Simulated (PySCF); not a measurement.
## Shapes and spin states of RuNF2

These are results of PBE0 in PySCF with Ru def2-TZVP with ECP28, N def2-TZVP, F def2-TZVP; scalar-relativistic core potentials, no spin–orbit coupling; density-fitted integrals, not measurements.

Relaxations began from a few typed shapes and spin states; open shells are unrestricted. The search is not exhaustive: other isomers or separated fragments can lie lower, and high-lying points may rest on an excited occupation.

(1) Which is the lowest minimum found?
A. doublet C2v: Ru–F 1.859 Å (×2), Ru–N 1.562 Å; F–Ru–F 122.0°, F–Ru–N 119.0° (×2)
B. doublet C2v: Ru–F 1.876 Å (×2), Ru–N 1.559 Å; F–Ru–F 116.4°, F–Ru–N 121.8° (×2)
C. quartet C2v: Ru–F 1.882 Å (×2), Ru–N 1.646 Å; F–Ru–F 94.2°, F–Ru–N 132.9° (×2)
D. quartet C2v: Ru–F 1.857 Å (×2), Ru–N 1.637 Å; F–Ru–F 142.2°, F–Ru–N 108.9° (×2)

Answers

(1) A. The others lie at 5.6 (doublet C2v), 99.6 (quartet C2v), 209.5 (quartet C2v) kJ/mol above it.

Formally Ru is in oxidation state +5, d3, with 1 unpaired electron (the high-spin count would be 3). The Mulliken spin on Ru is 1.07. The polar-tensor charge on Ru, 1.63, is far below the formal one.

For the lowest minimum: with open d or f shells other occupations or spin states may lie lower.
